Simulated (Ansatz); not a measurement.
Molecular dynamics of C$_{2}$H$_{2}$I

input.yaml

```yaml
crystal:
  periodic: [false, false, false]
  atoms:
    - { symbol: C, position_ang: [-0.55584, -0.747722, -0.156528] }
    - { symbol: C, position_ang: [0.074336, 0.36344, -0.041935] }
    - { symbol: I, position_ang: [2.035192, 0.459983, 0.890141] }
    - { symbol: H, position_ang: [-1.27845, -1.518162, -0.373951] }
    - { symbol: H, position_ang: [-0.225339, 1.368763, -0.359127] }
magnetization:
  spin_polarized: true
  initial_magnetization: 1
basis:
  gaussian: { orbitals: def2-SVP }
hamiltonian:
  xc: pbe0
md:
  timestep: 0.5
  n_steps: 184
  ensemble: nve
  temperature: 300.0
  initial_velocities: maxwell_boltzmann
  seed: 2778
```

Command:

```bash
$ ansatz run input.yaml --threads 1 --pin off --max-ram 2048MiB --backend cpu --events-out ev --progress --plain --runs-dir out
```

It starts at the highest image of a converged band, a first-order saddle point between two minima.

Output, in part (one step line in 4, the closing report, with atoms numbered from 0):

```
md step     0: t =     0.00 fs  T =   300.0 K  F+E_penalty+E_count = -10200.38960201 eV  E_kin = 0.116334 eV  conserved = -10200.27326801 eV  (34 SCF iters)
md step     4: t =     2.00 fs  T =   158.2 K  F+E_penalty+E_count = -10200.33337923 eV  E_kin = 0.061356 eV  conserved = -10200.27202326 eV  (34 SCF iters)
md step     8: t =     4.00 fs  T =   224.2 K  F+E_penalty+E_count = -10200.35989935 eV  E_kin = 0.086956 eV  conserved = -10200.27294296 eV  (30 SCF iters)
md step    12: t =     6.00 fs  T =   202.2 K  F+E_penalty+E_count = -10200.35104545 eV  E_kin = 0.078390 eV  conserved = -10200.27265507 eV  (32 SCF iters)
md step    16: t =     8.00 fs  T =   124.4 K  F+E_penalty+E_count = -10200.32028296 eV  E_kin = 0.048221 eV  conserved = -10200.27206216 eV  (33 SCF iters)
md step    20: t =    10.00 fs  T =   263.6 K  F+E_penalty+E_count = -10200.37529936 eV  E_kin = 0.102232 eV  conserved = -10200.27306718 eV  (35 SCF iters)
md step    24: t =    12.00 fs  T =   185.1 K  F+E_penalty+E_count = -10200.34419791 eV  E_kin = 0.071771 eV  conserved = -10200.27242696 eV  (34 SCF iters)
md step    28: t =    14.00 fs  T =   203.6 K  F+E_penalty+E_count = -10200.35145040 eV  E_kin = 0.078940 eV  conserved = -10200.27251010 eV  (33 SCF iters)
md step    32: t =    16.00 fs  T =   301.6 K  F+E_penalty+E_count = -10200.38988142 eV  E_kin = 0.116952 eV  conserved = -10200.27292983 eV  (39 SCF iters)
md step    36: t =    18.00 fs  T =   247.7 K  F+E_penalty+E_count = -10200.36809508 eV  E_kin = 0.096056 eV  conserved = -10200.27203927 eV  (33 SCF iters)
md step    40: t =    20.00 fs  T =   424.5 K  F+E_penalty+E_count = -10200.43748995 eV  E_kin = 0.164631 eV  conserved = -10200.27285886 eV  (40 SCF iters)
md step    44: t =    22.00 fs  T =   460.6 K  F+E_penalty+E_count = -10200.45145834 eV  E_kin = 0.178609 eV  conserved = -10200.27284885 eV  (40 SCF iters)
md step    48: t =    24.00 fs  T =   446.2 K  F+E_penalty+E_count = -10200.44521484 eV  E_kin = 0.173023 eV  conserved = -10200.27219201 eV  (34 SCF iters)
md step    52: t =    26.00 fs  T =   600.5 K  F+E_penalty+E_count = -10200.50610856 eV  E_kin = 0.232864 eV  conserved = -10200.27324490 eV  (41 SCF iters)
md step    56: t =    28.00 fs  T =   487.0 K  F+E_penalty+E_count = -10200.46113179 eV  E_kin = 0.188863 eV  conserved = -10200.27226884 eV  (33 SCF iters)
md step    60: t =    30.00 fs  T =   490.2 K  F+E_penalty+E_count = -10200.46278451 eV  E_kin = 0.190083 eV  conserved = -10200.27270182 eV  (36 SCF iters)
md step    64: t =    32.00 fs  T =   411.9 K  F+E_penalty+E_count = -10200.43291329 eV  E_kin = 0.159718 eV  conserved = -10200.27319551 eV  (39 SCF iters)
md step    68: t =    34.00 fs  T =   163.2 K  F+E_penalty+E_count = -10200.33517100 eV  E_kin = 0.063281 eV  conserved = -10200.27188995 eV  (31 SCF iters)
md step    72: t =    36.00 fs  T =   204.3 K  F+E_penalty+E_count = -10200.35240578 eV  E_kin = 0.079224 eV  conserved = -10200.27318198 eV  (32 SCF iters)
md step    76: t =    38.00 fs  T =    90.4 K  F+E_penalty+E_count = -10200.30719210 eV  E_kin = 0.035073 eV  conserved = -10200.27211884 eV  (33 SCF iters)
md step    80: t =    40.00 fs  T =   206.0 K  F+E_penalty+E_count = -10200.35228462 eV  E_kin = 0.079867 eV  conserved = -10200.27241740 eV  (33 SCF iters)
md step    84: t =    42.00 fs  T =   401.6 K  F+E_penalty+E_count = -10200.42904212 eV  E_kin = 0.155715 eV  conserved = -10200.27332709 eV  (42 SCF iters)
md step    88: t =    44.00 fs  T =   361.6 K  F+E_penalty+E_count = -10200.41216620 eV  E_kin = 0.140204 eV  conserved = -10200.27196247 eV  (33 SCF iters)
md step    92: t =    46.00 fs  T =   544.2 K  F+E_penalty+E_count = -10200.48436380 eV  E_kin = 0.211015 eV  conserved = -10200.27334844 eV  (42 SCF iters)
md step    96: t =    48.00 fs  T =   465.9 K  F+E_penalty+E_count = -10200.45311712 eV  E_kin = 0.180667 eV  conserved = -10200.27244978 eV  (34 SCF iters)
md step   100: t =    50.00 fs  T =   419.6 K  F+E_penalty+E_count = -10200.43503571 eV  E_kin = 0.162717 eV  conserved = -10200.27231842 eV  (34 SCF iters)
md step   104: t =    52.00 fs  T =   466.2 K  F+E_penalty+E_count = -10200.45410614 eV  E_kin = 0.180786 eV  conserved = -10200.27331965 eV  (40 SCF iters)
md step   108: t =    54.00 fs  T =   245.4 K  F+E_penalty+E_count = -10200.36709100 eV  E_kin = 0.095167 eV  conserved = -10200.27192372 eV  (34 SCF iters)
md step   112: t =    56.00 fs  T =   276.1 K  F+E_penalty+E_count = -10200.38015548 eV  E_kin = 0.107083 eV  conserved = -10200.27307259 eV  (33 SCF iters)
md step   116: t =    58.00 fs  T =   189.1 K  F+E_penalty+E_count = -10200.34579970 eV  E_kin = 0.073311 eV  conserved = -10200.27248847 eV  (31 SCF iters)
md step   120: t =    60.00 fs  T =   127.2 K  F+E_penalty+E_count = -10200.32145182 eV  E_kin = 0.049316 eV  conserved = -10200.27213538 eV  (33 SCF iters)
md step   124: t =    62.00 fs  T =   254.6 K  F+E_penalty+E_count = -10200.37191349 eV  E_kin = 0.098723 eV  conserved = -10200.27319016 eV  (34 SCF iters)
md step   128: t =    64.00 fs  T =   138.7 K  F+E_penalty+E_count = -10200.32594614 eV  E_kin = 0.053793 eV  conserved = -10200.27215301 eV  (34 SCF iters)
md step   132: t =    66.00 fs  T =   193.9 K  F+E_penalty+E_count = -10200.34799088 eV  E_kin = 0.075177 eV  conserved = -10200.27281373 eV  (32 SCF iters)
md step   136: t =    68.00 fs  T =   210.5 K  F+E_penalty+E_count = -10200.35438683 eV  E_kin = 0.081628 eV  conserved = -10200.27275850 eV  (33 SCF iters)
md step   140: t =    70.00 fs  T =   133.6 K  F+E_penalty+E_count = -10200.32388805 eV  E_kin = 0.051813 eV  conserved = -10200.27207547 eV  (33 SCF iters)
md step   144: t =    72.00 fs  T =   273.8 K  F+E_penalty+E_count = -10200.37917735 eV  E_kin = 0.106170 eV  conserved = -10200.27300750 eV  (33 SCF iters)
md step   148: t =    74.00 fs  T =   218.9 K  F+E_penalty+E_count = -10200.35740493 eV  E_kin = 0.084868 eV  conserved = -10200.27253711 eV  (33 SCF iters)
md step   152: t =    76.00 fs  T =   229.6 K  F+E_penalty+E_count = -10200.36145876 eV  E_kin = 0.089047 eV  conserved = -10200.27241196 eV  (31 SCF iters)
md step   156: t =    78.00 fs  T =   354.5 K  F+E_penalty+E_count = -10200.41047994 eV  E_kin = 0.137486 eV  conserved = -10200.27299373 eV  (40 SCF iters)
md step   160: t =    80.00 fs  T =   304.4 K  F+E_penalty+E_count = -10200.39013067 eV  E_kin = 0.118034 eV  conserved = -10200.27209656 eV  (34 SCF iters)
md step   164: t =    82.00 fs  T =   459.2 K  F+E_penalty+E_count = -10200.45087051 eV  E_kin = 0.178065 eV  conserved = -10200.27280570 eV  (34 SCF iters)
md step   168: t =    84.00 fs  T =   490.1 K  F+E_penalty+E_count = -10200.46299725 eV  E_kin = 0.190066 eV  conserved = -10200.27293081 eV  (41 SCF iters)
md step   172: t =    86.00 fs  T =   425.6 K  F+E_penalty+E_count = -10200.43717542 eV  E_kin = 0.165036 eV  conserved = -10200.27213909 eV  (33 SCF iters)
md step   176: t =    88.00 fs  T =   534.0 K  F+E_penalty+E_count = -10200.48027999 eV  E_kin = 0.207068 eV  conserved = -10200.27321184 eV  (41 SCF iters)
md step   180: t =    90.00 fs  T =   392.4 K  F+E_penalty+E_count = -10200.42445248 eV  E_kin = 0.152172 eV  conserved = -10200.27228085 eV  (32 SCF iters)
md step   184: t =    92.00 fs  T =   366.7 K  F+E_penalty+E_count = -10200.41475979 eV  E_kin = 0.142217 eV  conserved = -10200.27254294 eV  (36 SCF iters)
Total energy: -10200.41477949 eV, -374.8583290567 hartree
Atom 0 at    -0.675904    -0.702517    -0.223043 Å, force     0.866650    -0.416025     0.604720 eV/Å
Atom 1 at     0.101582     0.325170    -0.027760 Å, force    -1.017891     1.662895    -0.561509 eV/Å
Atom 2 at     2.039538     0.461414     0.891773 Å, force    -0.322206    -0.250231    -0.136265 eV/Å
Atom 3 at    -0.674427    -1.771269     0.013401 Å, force    -0.195920     0.101753    -0.232967 eV/Å
Atom 4 at    -0.270535     1.359124    -0.328318 Å, force     0.669367    -1.098393     0.326022 eV/Å
Dipole moment:    -0.115357    -0.067469    -0.021052 e Å
```

The run went to its last step. The conserved energy stayed within 0.29 meV per atom of its start (net change 0.15 meV per atom), so the integration is sound. A run of 0.092 ps of so small a system gives no equilibrium averages.

The step under study would form C2–H4 and break C1–H4. These pairs go: C2–H4 2.34 → 2.24 Å, C1–H4 1.08 → 1.09 Å. In the last frame they stand as before the step (other bonds may differ from the relaxed reactants and products). It ends as one piece, C2H2I. Pairs count as bonded within 1.25 times the sum of covalent radii (0.12 Å more for H–H).

Last frame:

```xyz
5
Properties=species:S:1:pos:R:3
C -0.676 -0.703 -0.223
C 0.102 0.325 -0.028
I 2.039 0.461 0.892
H -0.674 -1.771 0.013
H -0.271 1.359 -0.328
```

Time of the run: 11 min on 1 thread of Arm Neoverse V1, on a shared host, peak memory 0.16 GiB.
